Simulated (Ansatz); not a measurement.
`CCCC(C)C(C)C` + `[SiH3]N[SiH2]Cl` → `CN([SiH3])[SiH2]Cl` + `CCC(C)C(C)C`  (substitution at a C–C bond)

Isolated molecules relaxed with PBE0-D4/def2-TZVP in Ansatz; ΔE leaves out vibrations. CCSD(T)/CBS is the MP2 limit (def2-TZVPP, def2-QZVPP) plus CCSD(T) − MP2 in def2-TZVPP, frozen cores. Functionals use def2-TZVPP. HSE06 is defined as in plane-wave codes. Each species was taken in one conformer, which may not be the lowest.

```csv
species,HSE06-D4 energy (Eh)
`CCCC(C)C(C)C`,-315.41810
`[SiH3]N[SiH2]Cl`,-1097.21931
`CN([SiH3])[SiH2]Cl`,-1136.48345
`CCC(C)C(C)C`,-276.13949
```

Question: Work out ΔE.

Answer: ΔE = (-1136.48345) + (-276.13949) − (-315.41810) − (-1097.21931) = 0.01447 Eh = +0.39 eV. CCSD(T)/CBS gives +0.42 eV.

Largest T1 diagnostic among the species: 0.010.

The D4 term adds −0.05 eV with B3LYP and −0.03 eV with PBE0; it sums over pairs of atoms, weighted by their polarisabilities, and B3LYP, whose exchange is more repulsive, gets the larger term. At CCSD(T), def2-SVP lies −0.07 eV from the extrapolated value and def2-TZVPP −0.02 eV.

B3LYP here is the variant with VWN-RPA as its local correlation; programs differ in this.
